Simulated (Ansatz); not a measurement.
Reaction (ligand exchange at the In–N bond): `C[N](C)[In]([OH])[O][SiH3]` + H₂S → `[OH][In]([SH])[O][SiH3]` + `CNC`

Calculated with Ansatz (gas phase, PBE0-D4/def2-TZVP geometries, no zero-point term in ΔE). CBS: MP2 limit from def2 TZ/QZ plus the TZ coupled-cluster correction, frozen cores. This one scheme is used for every species. Functionals use def2-TZVPP. B3LYP here is the variant with VWN-RPA as its local correlation; programs differ in this. HSE06 is defined as in plane-wave codes. def2 core potentials past Kr. For In outer-core shells are correlated without core-valence functions, which leaves a few kJ/mol of doubt a bond. Each species was taken in one conformer, which may not be the lowest.

**Question.** Is it downhill or uphill in electronic energy at CCSD(T)/CBS, and by how much? (Best estimate.)

**Answer.** Ansatz gave: Downhill: ΔE = -82.9 kJ/mol.

**Question.** What do these levels give: BLYP-D4, PBE0-D4, B3LYP-D4, HSE06-D4, PBE-QIDH, revPBE, BLYP, r2SCAN, r2SCAN0, CAM-B3LYP, CCSD(T)/def2-SVP, CCSD/CBS(def2)? (An estimate is asked.)

**Answer.** The calculation gave: BLYP-D4 -85.1, PBE0-D4 -95.3, B3LYP-D4 -88.9, HSE06-D4 -95.6, PBE-QIDH -93.7, revPBE -99.5, BLYP -94.6, r2SCAN -95.6, r2SCAN0 -98.9, CAM-B3LYP -91.1, CCSD(T)/def2-SVP -80.1, CCSD/CBS(def2) -85.0 kJ/mol.

Largest T1 diagnostic among the species: 0.016.

The D4 term adds +7.5 kJ/mol with B3LYP and +4.5 kJ/mol with PBE0; it sums over pairs of atoms, weighted by their polarisabilities, and B3LYP, whose exchange is more repulsive, gets the larger term. In def2-TZVPP, CCSD(T) changes the Hartree–Fock value by +21.5 kJ/mol (the triples alone add +2.1 kJ/mol) and MP2 by +21.5 kJ/mol. Leaving LDA and LC-ωPBE aside and taking each functional with its dispersion term where it has one, the values, not all of them listed here, spread over 11.6 kJ/mol, from r2SCAN0-D4 to BLYP-D4. LDA lies +8.2 kJ/mol from PBE without D4.
